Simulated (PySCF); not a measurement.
**Computed vibrations of [La(H2O)5]3+**

[La(H2O)5]3+ (singlet). PySCF 2.14.0, RKS PBE, La lcecp-1-SVP with ECP46, O def2-SVP, H def2-SVP; non-relativistic Hamiltonian with scalar-relativistic core potentials where named; density fitting; no spin-orbit coupling. Central differences of gradients.

```xyz
16

La    0.0263    0.0000    0.0000
O    -0.4437   -0.0454    2.4449
H    -0.5281    0.7189    3.0661
H    -0.6148   -0.8263    3.0268
O    -0.4437    0.0454   -2.4449
H    -0.5281   -0.7189   -3.0661
H    -0.6148    0.8263   -3.0268
O     2.4800    0.0000    0.0000
H     3.0942    0.0014    0.7766
H     3.0942   -0.0014   -0.7766
O    -0.8923    2.3032    0.0409
H    -0.3994    3.1615    0.0237
H    -1.8396    2.5866    0.0817
O    -0.8923   -2.3032   -0.0409
H    -1.8396   -2.5866   -0.0817
H    -0.3994   -3.1615   -0.0237
```

Run from Python with OMP_NUM_THREADS=4. Where DIIS fails, smearing, a level shift and second-order steps follow.
It took 4.7 min on 4 threads of Intel(R) Xeon(R) 6975P-C (Granite Rapids), on a shared host.

Task: What are the harmonic wavenumbers and infrared intensities?

Result: Modes are labelled in C2; negative numbers are unstable modes, those under 60 cm⁻¹ near the noise; a finer grid moves soft modes by up to 10 cm⁻¹.
| cm⁻¹ | km/mol | symmetry |
| --- | --- | --- |
| 31 | 0.1 | a |
| 53 | 2.2 | b |
| 61 | 3.8 | b |
| 62 | 7.0 | a |
| 63 | 2.5 | b |
| 73 | 0.0 | a |
| 75 | 0.4 | b |
| 95 | 0.0 | a |
| 155 | 0.0 | a |
| 180 | 0.1 | b |
| 200 | 0.0 | b |
| 258 | 0.0 | a |
| 308 | 0.0 | a |
| 328 | 11.4 | b |
| 333 | 12.8 | b |
| 337 | 0.7 | a |
| 347 | 6.2 | a |
| 511 | 0.1 | a |
| 538 | 56.9 | b |
| 539 | 0.3 | b |
| 542 | 10.2 | b |
| 544 | 0.0 | a |
| 583 | 445.9 | b |
| 588 | 445.1 | b |
| 600 | 700.0 | a |
| 604 | 19.6 | a |
| 606 | 308.3 | b |
| 1622 | 109.6 | a |
| 1623 | 174.6 | b |
| 1624 | 17.7 | a |
| 1626 | 197.6 | b |
| 1630 | 12.0 | a |
| 3539 | 480.7 | a |
| 3541 | 647.6 | b |
| 3545 | 10.8 | a |
| 3558 | 661.3 | b |
| 3566 | 12.2 | a |
| 3588 | 302.9 | b |
| 3591 | 61.5 | b |
| 3592 | 512.4 | a |
| 3607 | 1.6 | a |
| 3607 | 550.9 | b |

Task: Is this a minimum?

Result: Yes, within the noise of the softest modes. Ideal gas at 298.15 K and 1 bar: S = 526.3 J/(mol K), Cp = 211.0 J/(mol K), H − H(0 K) = 42.6 kJ/mol (rigid rotor, harmonic modes, spin degeneracy alone; the modes under 60 cm⁻¹ make these uncertain).
